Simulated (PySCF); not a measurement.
PySCF input for Si(F)2(Et)(NH2) (C₂H₇F₂NSi), SMILES CC[Si](N)(F)F, B3LYP/pcSseg-1. The structure is a stationary point at B3LYP-D3(BJ)/def2-SVP. The values are those of a single conformer.

```python
import numpy as np
from pyscf import gto, scf, dft
from pyscf.prop.nmr import rks as nmr

mol = gto.M(
    atom='''
    C    -1.93927490   -1.17982214    0.79950456
    C    -1.27948144    0.20604215    0.74894468
    Si    0.34824574    0.22143373   -0.14148496
    N     1.50040192   -0.79403896    0.59983074
    F     0.83774709    1.76658221   -0.29041193
    F     0.19905887   -0.29331957   -1.67332568
    H    -1.28316243   -1.91533148    1.29076505
    H    -2.14511369   -1.55599126   -0.21500884
    H    -2.89384541   -1.15591008    1.34831093
    H    -1.11248259    0.59792730    1.76903902
    H    -1.94034306    0.94121927    0.25757815
    H     1.63790423   -0.78474989    1.60491125
    H     2.34007337   -1.08564711    0.10932203
    ''',
    basis='pcSseg-1',
    charge=0,
    spin=0,
    max_memory=1600,
    verbose=3,
)
mf = dft.RKS(mol, xc='b3lyp')
mf.grids.level = 3
mf.conv_tol = 1e-10
mf.max_cycle = 100
mf.kernel()
n = nmr.NMR(mf)
n.verbose = 2
n.max_cycle_cphf = 60
sigma = n.kernel()
print('atom   isotropic/ppm   span/ppm')
for i, s in enumerate(sigma):
    w = np.linalg.eigvalsh((s + s.T) / 2)
    print(f'{mol.atom_symbol(i):2s}{i + 1:3d} {w.mean():14.3f} {w[2] - w[0]:11.3f}')
```

Program output:

```
converged SCF energy = -624.52467858719
atom   isotropic/ppm   span/ppm
C   1        169.626      18.689
C   2        172.741      14.822
Si  3        364.073      84.474
N   4        237.121      66.015
F   5        299.206     131.814
F   6        339.151     110.923
H   7         30.371      10.165
H   8         30.241      10.451
H   9         30.202      12.232
H  10         30.967       9.760
H  11         30.686      10.838
H  12         30.764      16.681
H  13         30.376      18.273
```

The calculation finished and met its thresholds.

Cost: roughly 50 core-seconds.
